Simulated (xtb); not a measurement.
Sn(H)(Br)(NH2)2 (BrH5N2Sn), SMILES [Br][SnH]([NH2])[NH2]. All values are semi-empirical tight-binding results from xtb (GFN2-xTB unless named), good for trends rather than for accurate numbers. The structure is a stationary point at GFN2-xTB. One conformer was computed; it need not be the lowest.

Optimised geometry:

```xyz
9

Sn     0.1505    -0.4527     0.5702
N     -1.4942    -1.5994     0.3897
N      1.6021    -1.4868    -0.3886
Br    -0.2758     1.4617    -0.8994
H      0.4723     0.2147     2.1457
H     -1.2875    -2.5881     0.3469
H     -2.2075    -1.4659     1.0941
H      2.3189    -0.8991    -0.7951
H      2.0762    -2.1841     0.1690
```
Charge 0, spin multiplicity 1.

For metal compounds this method's bond lengths and energies can be far off.

Task: Estimate the properties. (An estimate is asked for; the answer gives what the named calculation found.)

Result: 
```
Property                                       Value
-------------------------------------  -------------
orbital gap                                  3.49 eV
zero-point energy                      33.6 kcal/mol
G − E(el) at 298.15 K (modified RRHO)  11.8 kcal/mol
```

Computed atomic charges and the Wiberg bond orders between heavy atoms:
charges (e) Sn1 0.34, N2 -0.38, N3 -0.38, Br4 -0.20, H5 -0.01, H6 0.16, H7 0.16, H8 0.16, H9 0.15. Bond orders Sn1–N2 0.87, Sn1–N3 0.88, Sn1–Br4 0.87.
